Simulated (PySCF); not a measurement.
Ge(I)(SiH3) (GeH3ISi), SMILES [SiH3][Ge][I] (connectivity only; charge and spin as stated), neutral, multiplicity 1. Atoms are numbered in the order given.

```xyz
6

Ge     1.0082    -0.9611     0.0000
I     -0.2203     1.3185     0.0000
Si    -1.1315    -2.2552     0.0000
H     -0.8828    -3.7317     0.0000
H     -1.9303    -1.9126    -1.2163
H     -1.9303    -1.9126     1.2163
```
Charge 0, spin multiplicity 1.

The structure is a stationary point at B3LYP-D3(BJ)/def2-SVP. The def2 effective core potentials stand for the cores of I; spin–orbit coupling is left out.

Computed with TDDFT-M06-2X/def2-SVPD in PySCF.

Vertical excitations. The molecule is in vacuum. State labels are in the subgroup Cs.

Computed lowest excited states:
```csv
state,symmetry,energy (eV),λ (nm),f,main pairs
S1,A",1.76,704,0.002,HOMO→LUMO 98 %
S2,A",3.69,336,0.002,HOMO−2→LUMO 96 %
S3,A',3.98,312,0.008,HOMO→LUMO+1 85 %
S4,A",4.06,305,0.001,HOMO−3→LUMO 96 %
S5,A',4.20,295,0.044,HOMO−1→LUMO 82 %
S6,A",5.48,226,0.003,HOMO−1→LUMO+1 96 %
S7,A',5.61,221,0.069,"HOMO→LUMO+2 53 %, HOMO−2→LUMO+1 27 %, HOMO→LUMO+3 13 %"
S8,A',5.75,216,0.118,"HOMO−2→LUMO+1 54 %, HOMO→LUMO+2 23 %, HOMO−3→LUMO+1 11 %"
S9,A',6.07,204,0.128,"HOMO→LUMO+3 64 %, HOMO→LUMO+2 15 %, HOMO→LUMO+4 11 %"
S10,A",6.18,201,0.003,HOMO−5→LUMO 95 %
T1,A",0.99,1251,0,HOMO→LUMO 90 %
T2,A",3.24,382,0,"HOMO−2→LUMO 62 %, HOMO−3→LUMO 30 %"
T3,A',3.42,363,0,HOMO→LUMO+1 91 %
T4,A',3.45,360,0,HOMO−1→LUMO 98 %
```
Triplets are in the Tamm–Dancoff approximation, which puts them higher than full response would, so one can lie above its singlet here.
